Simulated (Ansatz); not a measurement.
Start from `C=[C](C)[GeH2][F]` and change one atom or group to get `C=C(C)Cl`.

Ansatz, PBE0-D4/def2-TZVP geometries, multiplicity 1. Each molecule was computed in one conformer, which needn't be the lowest.

Scalar relativity is left out up to krypton.

```
                                      property  `C=[C](C)[GeH2][F]`
           HOMO–LUMO gap (PBE/def2-TZVPP) / eV                 5.38
       HOMO–LUMO gap (ωB97M-V/def2-TZVPP) / eV                11.82
size of the dipole moment (PBE/def2-TZVPP) / D                 2.49
         LUMO energy (ωB97M-V/def2-TZVPP) / eV                 1.81
             LUMO energy (PBE/def2-TZVPP) / eV                -1.27
          HOMO–LUMO gap (PBE0/def2-TZVPP) / eV                 7.50
```

(1) Give the same properties after the change, and the shifts. (Estimate.)

Results:

(1) Computed: 
```
                                      property  `C=C(C)Cl`  shift
           HOMO–LUMO gap (PBE/def2-TZVPP) / eV        5.13  -0.25
       HOMO–LUMO gap (ωB97M-V/def2-TZVPP) / eV       11.61  -0.21
size of the dipole moment (PBE/def2-TZVPP) / D        1.51  -0.98
         LUMO energy (ωB97M-V/def2-TZVPP) / eV        2.11   0.30
             LUMO energy (PBE/def2-TZVPP) / eV       -1.02   0.25
          HOMO–LUMO gap (PBE0/def2-TZVPP) / eV        7.29  -0.21
```

With PBE0 the HOMO rises by 0.48 eV and the LUMO rises by 0.27 eV, so the gap narrows by about 0.21 eV. PBE moves the HOMO by 0.52 eV and ωB97M-V by 0.50 eV. Dipoles are sizes alone; their direction can turn.
